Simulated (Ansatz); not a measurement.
## Abstraction of Cl: SbCl3 + MgH → SbCl2 + MgHCl

Species: SbCl3 (antimony trichloride) `[Cl][Sb]([Cl])[Cl]`, singlet; MgH, doublet; SbCl2 `[Cl][Sb][Cl]`, doublet; MgHCl `[MgH][Cl]`, singlet. A radical takes Cl: the energy is the difference in strength between the Sb–Cl bond broken and the Mg–Cl bond made.

Shapes, held fixed at every level: PBE0-D4/def2-TZVP. Programs: Ansatz 0.2.0. The zero-point and thermal change to 298 K, harmonic and unscaled (PBE0-D4/def2-TZVP), is +2.3 kJ/mol.

Q: Estimate ΔH(298 K) of this reaction.

A: The highest level, CCSD(T)/def2-TZVPP, gives ΔH(298 K) = -148.5 kJ/mol; the levels span -170.6 to -115.5. The column of differences is taken from that level and isn't an error. No measured value is set beside it here. Open shells run unrestricted. For atoms past krypton def2 sets carry core potentials with scalar relativity. Outer-core shells of Mg, Sb are correlated in most correlated rows, in sets that cover them unevenly.

```json
{"level": "MP2/def2-SVP", "kind": "perturbation theory", "ΔH(298 K) (kJ/mol)": "-162.9", "less CCSD(T)/def2-TZVPP": "-14.4"}
{"level": "HF/def2-TZVPP", "kind": "Hartree–Fock", "ΔH(298 K) (kJ/mol)": "-162.6", "less CCSD(T)/def2-TZVPP": "-14.1"}
{"level": "SPW92/def2-TZVPP", "kind": "LDA", "ΔH(298 K) (kJ/mol)": "-115.5", "less CCSD(T)/def2-TZVPP": "+33.0"}
{"level": "PBE-D4/def2-TZVPP", "kind": "GGA", "ΔH(298 K) (kJ/mol)": "-120.9", "less CCSD(T)/def2-TZVPP": "+27.6"}
{"level": "PBE0-D4/def2-TZVPP", "kind": "global hybrid", "ΔH(298 K) (kJ/mol)": "-132.1", "less CCSD(T)/def2-TZVPP": "+16.4"}
{"level": "wB97M-V/def2-TZVPP", "kind": "range-separated hybrid", "ΔH(298 K) (kJ/mol)": "-156.7", "less CCSD(T)/def2-TZVPP": "-8.2"}
{"level": "CCSD/def2-SVP", "kind": "coupled cluster or CI", "ΔH(298 K) (kJ/mol)": "-170.6", "less CCSD(T)/def2-TZVPP": "-22.1"}
{"level": "CCSD(T)/def2-TZVPP", "kind": "coupled cluster or CI", "ΔH(298 K) (kJ/mol)": "-148.5", "less CCSD(T)/def2-TZVPP": "0.0"}
```
